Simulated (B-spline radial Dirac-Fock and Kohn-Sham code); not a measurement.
# Binding energies of Dy⁴¹⁺ at several levels of theory

System: Dy⁴¹⁺, 1s2 2s2 2p6 3s2 3p6 3d7.

The density-functional columns are spherical, spin-unpolarised Dirac-Kohn-Sham results without Breit or QED terms: −ε is minus the orbital energy of the initial state and ΔSCF the difference of two total energies. The reference in the last column comes from relaxed Dirac-Fock hole states (ΔSCF) with Breit and QED corrections and a finite nucleus. All numbers are from an atomic code on a B-spline grid, in eV; a selection of levels is shown. For the 1s level of heavy atoms much of the gap between ΔSCF and the reference is the Breit and QED part, -239.1 eV here; for other levels the error of the functional can be larger.

| level | LDA −ε | LDA ΔSCF | Dirac-Fock |
| --- | --- | --- | --- |
| K (1s) | 55641.6 | 56152.8 | 55925.1 |
| L1 (2s) | 10961.6 | 11080.0 | 11130.8 |
| L2 (2p1/2) | 10543.7 | 10686.8 | 10673.1 |
| L3 (2p3/2) | 9737.9 | 9868.6 | 9875.0 |
| M1 (3s) | 3844.6 | 3895.1 | 3928.3 |
| M2 (3p1/2) | 3670.4 | 3723.4 | 3734.6 |
| M3 (3p3/2) | 3487.1 | 3537.6 | 3551.4 |
| M4,5 (3d) | 3177.6 | 3234.5 | 3232.5 |

Values without a named source are computed, but for edge energies of neutral atoms, which are taken from tables.
